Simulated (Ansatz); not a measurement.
`[NH2][Y]([NH2])[NH2]`. Total charge 0; spin multiplicity 1. Y takes the def2 core potential. The geometry is a stationary point of PBE0-D4/def2-TZVP. It is one conformer, not always the lowest.

```xyz
10

N     1.738    1.023   -0.754
Y    -0.001    0.001    0.000
N    -1.561   -0.610   -1.352
N    -0.178   -0.412    2.106
H     1.932    1.269   -1.718
H     2.532    1.355   -0.218
H    -2.419   -1.095   -1.117
H    -1.587   -0.472   -2.356
H    -0.943   -0.884    2.574
H     0.488   -0.174    2.833
```

Problem. What is the dipole moment at B3LYP/def2-TZVPP? (An estimate is asked.)

Solution. The calculation gave: 0.00 D, zero by symmetry or nearly so.

Problem. Give the Mulliken charges with B3LYP, ωB97M-V, r2SCAN in def2-TZVPP. (Best estimate.)

Solution. Ansatz gave: 
```json
{"atom": "N1", "B3LYP": "-0.51", "ωB97M-V": "-0.44", "r2SCAN": "-0.55"}
{"atom": "Y2", "B3LYP": "0.94", "ωB97M-V": "0.86", "r2SCAN": "0.97"}
{"atom": "N3", "B3LYP": "-0.51", "ωB97M-V": "-0.44", "r2SCAN": "-0.55"}
{"atom": "N4", "B3LYP": "-0.51", "ωB97M-V": "-0.44", "r2SCAN": "-0.55"}
{"atom": "H5", "B3LYP": "0.10", "ωB97M-V": "0.08", "r2SCAN": "0.11"}
{"atom": "H6", "B3LYP": "0.10", "ωB97M-V": "0.08", "r2SCAN": "0.11"}
{"atom": "H7", "B3LYP": "0.10", "ωB97M-V": "0.08", "r2SCAN": "0.11"}
{"atom": "H8", "B3LYP": "0.10", "ωB97M-V": "0.08", "r2SCAN": "0.11"}
{"atom": "H9", "B3LYP": "0.10", "ωB97M-V": "0.08", "r2SCAN": "0.11"}
{"atom": "H10", "B3LYP": "0.10", "ωB97M-V": "0.08", "r2SCAN": "0.11"}
```

B3LYP here is the variant with VWN-RPA as its local correlation; programs differ in this.
